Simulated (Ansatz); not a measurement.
Molecule: C$_{2}$H$_{7}$BN, net charge -1, singlet state. It need not be the lowest isomer of its formula. Whether it binds its extra electron was not tested at this geometry. 
Geometry from a B3LYP-D3(BJ)/def2-TZVP (Ansatz, a quantum-chemistry and plane-wave program) optimisation:
```xyz
11

B      0.1244     0.0199    -0.0134
C      1.5235    -0.1573    -0.3910
C     -0.9480    -1.1906     0.0277
N     -0.4676     1.3305     0.4150
H      1.9550    -1.1313    -0.6225
H      2.2532     0.6561    -0.4310
H     -1.8027    -1.0110    -0.6443
H     -0.4999    -2.1437    -0.2707
H     -1.3785    -1.3257     1.0309
H      0.0919     2.1366     0.1668
H     -1.4206     1.4931     0.1131
```
Charge -1, spin multiplicity 1.

Basis-set convergence of Hartree-Fock and CCSD(T) correlation energies (hartree) with Ansatz. Valence correlation only, unless marked. Spin-orbit coupling is left out. Non-relativistic.

```json
[
 {"basis": "aug-cc-pVDZ", "functions": "155", "E(HF)": "-158.96728", "E(corr, CCSD(T))": "-0.66158"},
 {"basis": "aug-cc-pVTZ", "functions": "345", "E(HF)": "…", "E(corr, CCSD(T))": "…"}
]
```

Question: Fill in the missing entries.

Answer: 
- aug-cc-pVTZ, E(HF): -159.00668
- aug-cc-pVTZ, E(corr, CCSD(T)): -0.77400
